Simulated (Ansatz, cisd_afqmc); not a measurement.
System: P, charge 0, quartet.

Total energies in cc-pVQZ-DK, 5 correlated electrons, 5 frozen orbitals. UHF or UKS for unpaired electrons; spin-orbit terms are left out. The -DK rows use spin-free X2C. The Monte Carlo rows (phaseless AFQMC, CISD trial, step 0.005/hartree) carry one-sigma bars that omit the constraint's bias. Outlying blocks are dropped, and bars are widened where a walk drifts. Over all cases where full CI ran beside it in this data, AFQMC minus full CI had a median of +0.1 mEh and passed +0.4 mEh in a tenth of the cases. Full CI freezes restricted core orbitals and the other rows unrestricted ones, which leaves a small offset even where coupled cluster is exact.

| method | program | energy (Eh) | error against FCI (mEh) |
|---|---|---|---|
| HF | Ansatz | -341.53440 | 109.95 |
| MP2 | Ansatz | -341.62325 | 21.10 |
| CCSD | Ansatz | -341.63901 | 5.34 |
| CCSD(T) | Ansatz | -341.64352 | 0.83 |
| CCSDT(Q) | Ansatz | -341.64441 | -0.06 |
| CCSDTQ | Ansatz | -341.64443 | -0.09 |
| AFQMC/CISD | cisd_afqmc | -341.6443 ± 0.0001 | 0.1 ± 0.1 |
| FCI | Ansatz | -341.64435 | 0.00 |

Ansatz is an electronic-structure program.
